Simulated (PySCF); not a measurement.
Geometry (Å), atoms numbered from 1 in this order:
```xyz
21

C    -2.7738   -0.9678   -0.3891
C    -1.7195    0.0562   -0.1323
C    -1.9409    1.4180    0.0727
C    -0.7308    2.0732    0.2810
C     0.3040    1.1400    0.2133
C     1.6497    1.4101    0.3698
C     2.7230    0.5323    0.3130
C     2.7129   -0.8372    0.0865
C     1.6451   -1.6929   -0.1430
C     0.2897   -1.3977   -0.2064
C    -0.3369   -0.1769   -0.0567
H    -2.7524   -1.7485    0.3721
H    -2.6263   -1.4416   -1.3603
H    -3.7574   -0.5044   -0.3791
H    -2.9088    1.8896    0.0701
H    -0.6079    3.1252    0.4640
H     1.8940    2.4500    0.5614
H     3.7004    0.9740    0.4652
H     3.6884   -1.3108    0.0889
H     1.9045   -2.7342   -0.2925
H    -0.3660   -2.2395   -0.3991
```

Theoretical values (PySCF): shielding tensors at PBE0/pcSseg-1 (GIAO), GFN2-xTB structure. Non-relativistic, no solvent, one averaged value for each set of equivalent atoms, single conformer.

References, each an isolated molecule treated in the same way: TMS for 13C (σref 186.93).

Do the 13C shifts follow the atomic charges (in e)? Tabulate both.

Answers


```json
{"atoms": "C8", "hybridisation": "sp2", "δ (ppm)": "145.0", "σ para (ppm)": "-213", "Hirshfeld": "-0.03", "IAO": "-0.12", "Mulliken": "-0.07", "ESP-fitted": "-0.05"}
{"atoms": "C5", "hybridisation": "sp2", "δ (ppm)": "144.9", "σ para (ppm)": "-214", "Hirshfeld": "-0.01", "IAO": "-0.00", "Mulliken": "-0.18", "ESP-fitted": "+0.15"}
{"atoms": "C3", "hybridisation": "sp2", "δ (ppm)": "144.8", "σ para (ppm)": "-212", "Hirshfeld": "-0.05", "IAO": "-0.15", "Mulliken": "-0.04", "ESP-fitted": "-0.08"}
{"atoms": "C6", "hybridisation": "sp2", "δ (ppm)": "144.2", "σ para (ppm)": "-207", "Hirshfeld": "-0.02", "IAO": "-0.10", "Mulliken": "+0.03", "ESP-fitted": "-0.10"}
{"atoms": "C10", "hybridisation": "sp2", "δ (ppm)": "141.0", "σ para (ppm)": "-207", "Hirshfeld": "-0.02", "IAO": "-0.10", "Mulliken": "-0.01", "ESP-fitted": "-0.10"}
{"atoms": "C11", "hybridisation": "sp2", "δ (ppm)": "140.6", "σ para (ppm)": "-209", "Hirshfeld": "-0.01", "IAO": "-0.02", "Mulliken": "-0.08", "ESP-fitted": "+0.05"}
{"atoms": "C2", "hybridisation": "sp2", "δ (ppm)": "130.7", "σ para (ppm)": "-206", "Hirshfeld": "-0.02", "IAO": "-0.03", "Mulliken": "-0.30", "ESP-fitted": "+0.05"}
{"atoms": "C7", "hybridisation": "sp2", "δ (ppm)": "126.7", "σ para (ppm)": "-195", "Hirshfeld": "-0.06", "IAO": "-0.18", "Mulliken": "-0.09", "ESP-fitted": "-0.21"}
{"atoms": "C9", "hybridisation": "sp2", "δ (ppm)": "125.5", "σ para (ppm)": "-194", "Hirshfeld": "-0.06", "IAO": "-0.18", "Mulliken": "-0.08", "ESP-fitted": "-0.23"}
{"atoms": "C4", "hybridisation": "sp2", "δ (ppm)": "121.2", "σ para (ppm)": "-185", "Hirshfeld": "-0.09", "IAO": "-0.21", "Mulliken": "-0.03", "ESP-fitted": "-0.50"}
{"atoms": "C1", "hybridisation": "sp3", "δ (ppm)": "15.6", "σ para (ppm)": "-74", "Hirshfeld": "-0.12", "IAO": "-0.43", "Mulliken": "-0.09", "ESP-fitted": "-0.50"}
```

Correlation coefficients of δ with charge over these carbons: Hirshfeld +0.82, IAO +0.87, Mulliken +0.07, ESP-fitted +0.70; with the paramagnetic shielding -1.00. Among the 10 sp2 carbons alone: Hirshfeld +0.72, IAO +0.57, Mulliken +0.18, ESP-fitted +0.72. With so few points, grouped by hybridisation, these coefficients are fragile. Charge is one influence among several: hybridisation and low-lying excitations act through the paramagnetic term.

Shifts are as computed. Against solution values, carbons near 30 ppm lie about +3 ppm off and those near 130 ppm about +5 ppm. Of 1211 compounds with measured shifts, 218 miss one by over three times the rms of a fit or turn the order of signals round; such compounds aren't used in these exercises.
